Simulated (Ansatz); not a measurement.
Mulliken charges of CH2F4Sn, SMILES `[F][SnH2][C](F)(F)F` from PBE/def2-TZVPP in Ansatz (PBE0-D4/def2-TZVP geometry).

| atom | x (Å) | y (Å) | z (Å) | charge (e) |
| --- | --- | --- | --- | --- |
| F1 | -1.568 | -1.713 | 0.359 | -0.444 |
| Sn2 | 0.222 | -1.053 | 0.167 | 0.755 |
| C3 | -0.068 | 1.099 | -0.198 | 0.257 |
| F4 | -0.774 | 1.337 | -1.310 | -0.124 |
| F5 | 1.123 | 1.711 | -0.346 | -0.134 |
| F6 | -0.699 | 1.708 | 0.814 | -0.124 |
| H7 | 0.867 | -1.824 | -1.200 | -0.094 |
| H8 | 0.988 | -1.323 | 1.657 | -0.094 |

Task: By hand: the dipole of these point charges (1 e Å = 4.8032 D).

Result: Σ q r = (0.704, -0.063, -0.019) e Å, of length 0.707 e Å = 3.40 D.

Task: How does the dipole of the full density compare? (Estimate.)

Result: The calculation gave: (0.518, -0.190, 0.011) e Å, 2.65 D; the point charges give 1.28 times that, at 15° from its direction.

Point charges leave out the atoms' own dipoles, such as those of lone pairs, and Mulliken's split depends on the basis, so the two needn't agree.
